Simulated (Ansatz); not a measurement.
B₅N₆⁻, relaxed as a singlet with RKS B3LYP-D4/def2-SVPD in Ansatz, starting from the GFN2-xTB geometry. Force threshold 0.02 eV/Å.

The restricted singlet is unstable towards broken spin symmetry in Hartree–Fock (as tested in another run); at B3LYP-D4/def2-SVPD this wasn't settled. Another isomer (singlet) lies 0.97 eV lower at PBE0-D4/def2-TZVPD; other spin states weren't run for this one.

Start:

Cartesian coordinates in Å:
```
B -0.1596 -0.5508 -1.4993
B -0.4758 1.4218 -0.3217
B -1.2805 0.0870 1.2617
B 1.5475 0.3924 0.1649
B 0.2089 -1.3627 0.5622
N -0.0754 -1.6664 -0.8620
N 1.5597 -0.7690 0.7212
N -0.0692 0.8523 -1.6135
N -1.3890 1.3002 0.6816
N 0.9668 1.4253 -0.5995
N -0.8333 -1.1301 1.5043
```

Task: Estimate the energy that the relaxation releases and the steps that it takes.

Result: 1.20 eV, in 9 steps; 87 s on 4 threads of Intel Xeon on a shared host. No frequencies were taken in this run, so the end may be a saddle point.

Task: Does the start keep its bonding and symmetry?

Result: Bonds lost: N8–N10 (atoms count from 1). Point group Cs at the start, D3h at the end, both within 0.05 Å.

Task: Predict the relaxed structure.

Result: 
```xyz
11

B    -0.361   -0.607   -1.505
B    -0.283    1.349   -0.477
B    -1.197    0.152    1.142
B     1.557    0.455    0.364
B     0.284   -1.349    0.475
N    -0.060   -1.746   -0.881
N     1.611   -0.821    0.746
N    -0.569    0.688   -1.740
N    -1.298    1.350    0.565
N     1.101    1.613   -0.114
N    -0.786   -1.085    1.424
```
Bond lengths: 12 × B–N 1.33 to 1.45 Å.
